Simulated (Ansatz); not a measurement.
`[F][GeH]1[O][AlH]1` + NH₃ → `[NH2][GeH]1[O][AlH]1` + H–F at 500 K and 1 bar (ligand exchange at a Ge–F bond).

Computed with Ansatz on PBE0-D4/def2-TZVP structures; ΔE is electronic, products minus reactants. CBS: MP2 limit from def2 TZ/QZ plus the TZ coupled-cluster correction, frozen cores. This one scheme is used for every species. For Ge outer-core shells are correlated without core-valence functions, which leaves a few kJ/mol of doubt a bond. Scalar relativity is left out up to krypton. Each species was taken in one conformer, which may not be the lowest.

```
               species  CCSD(T)/CBS energy (Eh)  H − E (kJ/mol)  S (J/(mol·K))
  `[F][GeH]1[O][AlH]1`              -2494.34951            91.1          367.4
                   NH₃                -56.50880           108.2          211.8
`[NH2][GeH]1[O][AlH]1`              -2450.44326           159.2          388.8
                   H–F               -100.39570            39.4          188.7
```

H − E and S are ideal-gas, rigid-rotor, harmonic terms from PBE0-D4/def2-TZVP, for one conformer and one mirror image of each species. 1 Eh = 2625.50 kJ/mol, R = 8.31446 J/(mol·K).

Task: By hand: ΔE, ΔH, ΔS and ΔG.

Result: ΔE = (-2450.44326) + (-100.39570) − (-2494.34951) − (-56.50880) = 0.01935 Eh = 50.8 kJ/mol. Δ(H − E) = 159.2 + 39.4 − 91.1 − 108.2 = -0.7, so ΔH = 50.1 kJ/mol. ΔS = 388.8 + 188.7 − 367.4 − 211.8 = -1.7 J/(mol·K). ΔG = 50.1 − 500 × (-1.7)/1000 = 51.0 kJ/mol.

Task: By hand: the equilibrium constant, and the temperature at which ΔG would vanish if ΔH and ΔS stayed fixed.

Result: log₁₀ K = −ΔG/(RT ln 10) = -5.3. ΔH and −TΔS have one sign here, so there is no such temperature.

The number of gas molecules stays the same, so ΔS is small and ΔH decides. A doubt of 5 kJ/mol in ΔE shifts log₁₀ K by 0.5 here. Other conformers and mirror images would add mixing entropy, several J/(mol·K) or more a flexible species. These are equilibria of isolated gas molecules and say nothing of rates. Largest T1 diagnostic: 0.016 (customary marks: 0.02 for closed shells, 0.045 for open ones).

ΔS is within the doubt of such terms, so its sign, and with it that verdict, could turn.
